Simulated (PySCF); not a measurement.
Shieldings and the share of exact exchange

Molecule: `F[C@@H]1CN[SiH2]C1`, C₃H₈FNSi.

Cartesian coordinates in Å; atom numbers follow the order of the lines, from 1:
```xyz
14

F    -1.1619    0.3648    1.5147
C    -1.1547    0.3281    0.1298
C    -0.5759   -1.0099   -0.3159
N     0.8640   -0.9105   -0.2151
Si    1.4728    0.7103   -0.1320
C    -0.2533    1.4549   -0.3599
H    -2.2011    0.4379   -0.2041
H    -0.9900   -1.7937    0.3421
H    -0.9285   -1.2293   -1.3454
H     1.3894   -1.7727   -0.2330
H     2.4209    1.0748   -1.2343
H     2.1508    1.0686    1.1538
H    -0.4235    1.6409   -1.4332
H    -0.4701    2.3834    0.1863
```

GIAO shieldings (ppm, equivalent atoms averaged) in PySCF 2.14 on the PBE0-D3(BJ)/def2-SVP geometry, basis pcSseg-1, gas phase, non-relativistic:

```tsv
functional	exact exchange (%)	σ(F1)	σ(C2)	σ(C3)	σ(C6)
BLYP	0	344.5	76.7	116.7	155.9
BP86	0	348.4	82.5	122.1	160.7
PBE	0	345.8	82.9	122.4	161.1
PBE0	25	365.3	91.2	129.7	167.0
mPW1PW91	25	366.1	90.3	128.8	166.1
BHandHLYP	50	380.1	93.1	131.1	167.4
HF	100	405.9	107.9	143.2	176.9
```

Q: Fit each shielding as a line in the percentage of exact exchange.

A: σ(F1) = 347.9 + 0.60 x (rms 2.4 ppm); σ(C2) = 81.6 + 0.27 x (rms 2.5 ppm); σ(C3) = 121.3 + 0.22 x (rms 2.3 ppm); σ(C6) = 160.1 + 0.17 x (rms 2.1 ppm). The functionals also differ in their semilocal parts, which the line can't hold; Hartree–Fock has no correlation at all.

Q: What does the line predict for B3LYP (20 %), and what does the run give?

A: σ(F1): 359.9 predicted, 360.8 computed; σ(C2): 87.0 predicted, 83.8 computed; σ(C3): 125.7 predicted, 123.1 computed; σ(C6): 163.5 predicted, 161.0 computed ppm.
